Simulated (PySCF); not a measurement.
AsH₃ was optimised in PySCF in the def2-TZVP basis family (density fitting, no spin–orbit coupling) with several functionals.

One of them gave a singlet of C3v symmetry with a mean bond of 1.522 Å to As, wavenumbers 922, 1018 (×2), 2215, 2228 (×2) cm⁻¹ and a HOMO–LUMO gap of 8.49 eV.

Task: Which level of theory was it?
A. PBE0
B. BP86
C. PBE
D. B3LYP

Result: A. That is PBE0, with As–H 1.522 Å (×3). The others give BP86 1.536 Å and 2135 cm⁻¹ for the highest mode; B3LYP 1.525 Å and 2189 cm⁻¹ for the highest mode; PBE 1.536 Å and 2142 cm⁻¹ for the highest mode.

Only the bonding shown was studied: isomers, or loss of a ligand pair, can lie lower.
